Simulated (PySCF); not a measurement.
**Pb (lead, neutral) across methods**

[Xe] 4f14 5d10 6s1 6p2 7s1, high-spin 5P determinant (an excited configuration). All numbers are calculated (PySCF 2.14, a scalar-relativistic core potential, in aug-cc-pwCVDZ-PP with ECP60MDF (6s5p4d1f, 48 functions)).

| method | E (hartree) | mean ε 6s α (eV) | mean ε 6p α (eV) | mean ε 7s α (eV) | Σ⟨r²⟩ (bohr²) | ⟨S²⟩ |
| --- | --- | --- | --- | --- | --- | --- |
| LC-wPBE | -192.4460 | -21.230 | -10.505 | -3.315 | 94.46 | 6.003 |
| UHF | -191.47642 | -21.847 | -10.529 | -2.982 | 95.97 | 6.006 |
| TPSSh | -192.3477 | -17.080 | -7.383 | -1.961 | 94.59 | 6.002 |
| PBE | -192.4326 | -16.401 | -6.944 | -1.861 | 94.09 | 6.002 |
| PBE0 | -192.4147 | -17.979 | -7.970 | -2.217 | 94.33 | 6.002 |
| LDA | -192.1236 | -16.670 | -7.067 | -1.961 | 93.72 | 6.001 |
| r2SCAN | -192.4998 | -17.090 | -7.381 | -1.851 | 94.33 | 6.005 |
| PW91 | -192.5092 | -16.464 | -6.999 | -1.887 | 93.97 | 6.002 |

Energies and moments cover only the electrons outside the core potential. Spin-orbit coupling is strong in this species (close to jj coupling), so the high-spin LS determinant is a model state, not a physical level. The outer electron is Rydberg-like, and this basis confines it to a smaller radius and binds it less than a complete one would.
